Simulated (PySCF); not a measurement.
## ECD: `InChI=1S/C5H9OP/c1-2-5-3-7(5)4-6/h2,5-6H,1,3-4H2/p+1/t5-,7+/m1/s1`, charge +1

Molfile (atoms numbered from 1):
```
C5H10OP
     RDKit          3D

 17 17  0  0  0  0  0  0  0  0999 V2000
    2.7660    0.0908    0.6549 C   0  0  0  0  0  0  0  0  0  0  0  0
    1.9680   -0.7549    0.0227 C   0  0  0  0  0  0  0  0  0  0  0  0
    0.5518   -0.4893   -0.3053 C   0  0  2  0  0  0  0  0  0  0  0  0
    0.0719    0.9357   -0.6463 C   0  0  0  0  0  0  0  0  0  0  0  0
   -0.5375    0.3127    0.9141 P   0  0  1  0  0  0  0  0  0  0  0  0
   -2.3393   -0.0856    0.9351 C   0  0  0  0  0  0  0  0  0  0  0  0
   -2.4683   -0.6116   -0.3506 O   0  0  0  0  0  0  0  0  0  0  0  0
    2.4330    1.0557    1.0077 H   0  0  0  0  0  0  0  0  0  0  0  0
    3.7979   -0.1472    0.8391 H   0  0  0  0  0  0  0  0  0  0  0  0
    2.3391   -1.7126   -0.3103 H   0  0  0  0  0  0  0  0  0  0  0  0
    0.0493   -1.2805   -0.8550 H   0  0  0  0  0  0  0  0  0  0  0  0
    0.8178    1.7204   -0.6344 H   0  0  0  0  0  0  0  0  0  0  0  0
   -0.6436    1.0148   -1.4562 H   0  0  0  0  0  0  0  0  0  0  0  0
    0.0331    0.8859    2.0239 H   0  0  0  0  0  0  0  0  0  0  0  0
   -2.5603   -0.8100    1.7314 H   0  0  0  0  0  0  0  0  0  0  0  0
   -2.9263    0.8316    1.0921 H   0  0  0  0  0  0  0  0  0  0  0  0
   -3.3597   -0.9441   -0.5132 H   0  0  0  0  0  0  0  0  0  0  0  0
  1  2  2  0
  2  3  1  0
  3  4  1  0
  4  5  1  0
  5  6  1  0
  6  7  1  0
  5  3  1  0
  1  8  1  0
  1  9  1  0
  2 10  1  0
  3 11  1  6
  4 12  1  0
  4 13  1  0
  5 14  1  1
  6 15  1  0
  6 16  1  0
  7 17  1  0
M  CHG  1   5   1
M  END
```

Computed, not measured: PySCF 2.14.0, TDDFT CAM-B3LYP/aug-cc-pVDZ circular dichroism and optical rotation, one conformer, gas phase. Geometry: GFN2-xTB.

The molecule is flexible and this is one conformer; a measurement averages over conformers.

(1) Assign R or S to each stereocentre.

(2) List the lowest 8 singlet excitations with oscillator and rotatory strengths.

Answers

(1) C3 R, P5 R.

(2) Rotatory strengths R in 10⁻⁴⁰ esu² cm², velocity form and length form (origin at the centre of mass); f in length form.
| state | E (eV) | λ (nm) | f | R (velocity) | R (length) | main |
| --- | --- | --- | --- | --- | --- | --- |
| 1 | 5.52 | 224 | 0.176 | -17.9 | -17.0 | HOMO→LUMO 0.96 |
| 2 | 6.65 | 186 | 0.011 | +6.7 | +5.0 | HOMO→LUMO+1 0.59, HOMO→LUMO+2 0.21 |
| 3 | 6.88 | 180 | 0.030 | -20.0 | -19.6 | HOMO→LUMO+3 0.35, HOMO→LUMO+2 0.33 |
| 4 | 7.00 | 177 | 0.030 | +36.7 | +35.6 | HOMO−1→LUMO 0.66 |
| 5 | 7.11 | 174 | 0.077 | +23.0 | +23.1 | HOMO→LUMO+3 0.39, HOMO→LUMO+4 0.22 |
| 6 | 7.30 | 170 | 0.033 | -81.9 | -81.2 | HOMO−2→LUMO 0.63 |
| 7 | 7.49 | 166 | 0.055 | +22.8 | +23.1 | HOMO→LUMO+4 0.47, HOMO→LUMO+6 0.12 |
| 8 | 7.67 | 162 | 0.012 | -9.9 | -10.1 | HOMO−1→LUMO+1 0.52, HOMO→LUMO+5 0.11 |

Among the states computed, the strongest CD band (largest |R|) is state 6. The largest dissymmetry factor in size, g = 4R/(D+G), with D and G the electric and magnetic dipole strengths, is -0.027 for state 6 (velocity form, f = 0.033), among bands with |R| over 0.5. The mirror image has the same energies and oscillator strengths and all R with the opposite sign.
